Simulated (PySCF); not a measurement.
Ge(H)2(Me)(NH2) (CH7GeN), SMILES [NH2][GeH2][CH3].

The structure is a stationary point at PBE-D3(BJ)/def2-SVP. This is a generated structure with no PubChem entry under its InChIKey; it may be hypothetical. Other conformers were not sampled.

The numbers are results of PBE-D3(BJ)/def2-SVP (PySCF), not measurements.

Frequencies are harmonic and unscaled.

```tsv
mode	ν (cm⁻¹)	IR (km/mol)	moving atoms (share of kinetic energy)
1	129	0.1	H 95 %
2	164	30.5	H 93 %
3	184	5.5	N 31 %, H 30 %, C 23 %, Ge 16 %
4	406	18.6	H 92 %
5	549	102.3	H 50 %, N 36 %, C 12 %
6	573	92.1	C 52 %, H 30 %, Ge 15 %
7	623	12.1	H 97 %
8	647	34.2	H 46 %, N 37 %, Ge 15 %
9	719	57.0	H 71 %, N 17 %
10	819	84.6	H 93 %
11	826	27.5	H 82 %, C 17 %
12	828	69.6	H 92 %
13	912	14.1	H 87 %, N 11 %
14	1198	6.5	H 81 %, C 19 %
15	1384	3.4	H 96 %
16	1385	2.0	H 96 %
17	1505	12.0	H 92 %, N 8 %
18	2070	108.4	H 99 %
19	2078	155.4	H 98 %
20	2977	6.1	H 97 %
21	3082	5.5	H 91 %, C 9 %
22	3087	5.4	H 91 %, C 9 %
23	3428	4.7	H 96 %
24	3522	6.4	H 92 %, N 8 %
```
